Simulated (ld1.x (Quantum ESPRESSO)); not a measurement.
**rhenium: one change to a TM potential, before and after**

ld1.x (Quantum ESPRESSO) 7.5 input, shortened:

```
&input
   title='Re', zed=75., rel=1, dft='PZ', iswitch=3,
   config='[Xe] 4f14 5d5 6s2 6p0'
 /
 &inputp
   pseudotype=2, tm=.true., lloc=1,
   nlcc=.true., new_core_ps=.true., rcore=1.15
 /
3
6S  1  0   2.00   0.00  2.55  2.55  0.0
5D  3  2   5.00   0.00  2.60  2.60  0.0
5P  2  1   6.00   0.00  1.95  1.95  0.0
 &test
   configts(1)='5p6 5d5 6s2 6p0'
 /
```

Change: core correction Bessel-smoothed model core inside 2.32 bohr.

Cutoffs: the cutoffs (Ry, on a coarse ladder) from which the occupation-weighted sum of valence levels, in a spherical-Bessel basis at the reference potential, stays within 10 and 1 mRy of its value at 400 Ry; they do not see the model core or the augmentation charge, which bear on the density cutoff. Errors are all-electron minus pseudo energies relative to the spin-unpolarised reference configuration.

Task: How do hardness, ghosts and transferability respond?

Result: The potential gets neither clearly harder nor softer (30 Ry and 45 Ry → 30 Ry and 45 Ry); both files keep a bound ghost (s); of the 9 tests that both files solve, the error grows in 3 and shrinks in 0 by more than 15 % and 0.3 meV (median size 32.0 → 30.2 meV). A wider model core is smoother and lowers the density cutoff, which this test does not measure.

| quantity | base | changed |
| --- | --- | --- |
| cutoff, loose | 30 Ry | 30 Ry |
| cutoff, tight | 45 Ry | 45 Ry |
| bound ghosts | s | s |
| error for 5p6 5d5 6s1 6p0, meV [ΔE 9.52 eV] | -7.7 | -7.3 |
| error for 5p6 5d5 6s0 6p0, meV [ΔE 26.20 eV] | -32 | -30 |
| error for 5p6 5d4 6s0 6p0, meV [ΔE 53.64 eV] | -2.0 | +1.9 |
| error for 5p6 5d6 6s1 6p0, meV [ΔE 0.97 eV] | -18 | -16 |
| error for 5p6 5d3 6s0 6p0, meV [ΔE 93.32 eV] | +50 | +74 |
| error for 5p6 5d5 6s0 6p1, meV [ΔE 15.42 eV] | +292 | +294 |
| error for 5p6 5d5.5 6s1.5 6p0, meV [ΔE 0.39 eV] | -5.9 | -5.4 |
| error for 5p6 5d5 6s2 6p0 (spin-polarised), meV [ΔE -3.11 eV] | +97 | +407 |
| error for 5p6 5d5 6s1 6p0 (spin-polarised), meV [ΔE 5.05 eV] | +154 | +496 |
| s: phases at 2.86 bohr within 0.05 rad from the reference energy up to (Ry; the scan ends near 5) | n/a | n/a |
| p: phases at 2.86 bohr within 0.05 rad from the reference energy up to (Ry; the scan ends near 5) | -0.3 | -0.3 |
| d: phases at 2.86 bohr within 0.05 rad from the reference energy up to (Ry; the scan ends near 5) | 2.1 | 2.1 |

Base: These tests converged, but a pseudo level misses the all-electron one widely, so the file describes the atom poorly there or has found another state: 5p6 5d3 6s0 6p0: empty 6s by 4.4 eV. Changed file: These tests converged, but a pseudo level misses the all-electron one widely, so the file describes the atom poorly there or has found another state: 5p6 5d3 6s0 6p0: empty 6s by 4.3 eV. A true bound ghost makes a file unfit for plane-wave use even where its test errors are small: the radial tests pick states by their node count and pass the ghost by.
